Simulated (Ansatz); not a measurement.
Two structures of SiH₅Cl₂OF, singlet, reached by relaxing down either side of one saddle point (PBE0-D4/def2-TZVP). Energies are electronic, without zero-point energy. Ansatz 0.2.0; basis: def2-TZVPP and def2-QZVPP; cores frozen in the correlated methods. Extrapolation: Hartree–Fock as exp(−7.88 √X), correlation as X^−2.97. First:

| atom | x (Å) | y (Å) | z (Å) |
| --- | --- | --- | --- |
| Si1 | -1.2475 | 0.4459 | -1.1754 |
| H2 | -0.2170 | 1.0245 | -2.0500 |
| Cl3 | -2.7924 | -0.2074 | -2.3380 |
| Cl4 | 1.3377 | 1.7755 | 0.7361 |
| H5 | -1.7866 | 1.3350 | -0.1359 |
| H6 | 0.6098 | -1.3791 | 1.0295 |
| F7 | -0.6340 | -0.8570 | -0.4617 |
| H8 | 2.0594 | -1.6078 | 1.5003 |
| O9 | 1.2732 | -1.0802 | 1.6634 |
| H10 | 1.3973 | 0.5507 | 1.2317 |

Second:

```
10
angstrom
Si -1.4873 1.0864 -0.0634
H 2.2156 -1.3676 -2.0458
Cl -1.3676 -0.1979 -1.6114
Cl 0.1734 2.2412 0.0627
H -2.6744 1.9396 -0.1920
H 0.2622 -1.1400 1.5499
F -1.6165 0.2598 1.2870
H 1.8845 -1.3822 -1.3752
O 1.0684 -1.1033 1.0291
H 1.5415 -0.3360 1.3593
```

Task: Which bonds change from the first to the second?

Result: SiH₂ClF ([F][SiH2][Cl]) + HCl + H₂O → SiHCl₂F ([F][SiH]([Cl])[Cl]) + H₂O + H₂; bonds formed: Si1–Cl4, H2–H8, O9–H10; bonds broken: Si1–H2, Cl4–H10, H8–O9.

Task: Give the saddle point's structure and its height above each. (An estimate is asked for; the value comes from the calculation.)

Result: Computed: 137.5 kJ/mol above the first and 188.8 kJ/mol above the second (CCSD(T) at an estimated basis limit (MP2 extrapolated from triple and quadruple zeta, plus CCSD(T) − MP2 in triple zeta)).
```xyz
10
angstrom
Si -0.9087 0.5104 -0.5646
H 0.4170 -0.2794 -0.9804
Cl -1.6007 -0.1658 -2.4281
Cl 0.5644 1.7702 0.6405
H -1.8154 1.6662 -0.4954
H 0.8699 -1.4018 1.4071
F -1.3646 -0.5422 0.5691
H 0.9274 -0.7156 -0.1353
O 1.4881 -0.9048 0.8489
H 1.4224 0.0628 1.1383
```

The search had been set up for a ligand exchange through a proton shuttle (forming Si1–F7, H6–O9, H2–H8, breaking Si1–H2, H6–F7, H8–O9); from that guess it ended on this step instead.

The T1 diagnostic stays at or below 0.011.

Labels in which every atom is bracketed show which atoms are joined, not bond orders.

For scale, one of the runs: CCSD(T)/def2-TZVPP, 258 basis functions, launched by `ansatz run in.yaml --threads 8 --pin off --events-out ev --progress --plain --max-ram 19148MiB`. The run took 110 s on 8 CPU threads of an Arm Neoverse V2 (shared host), with 5.8 GiB of host memory at its peak.
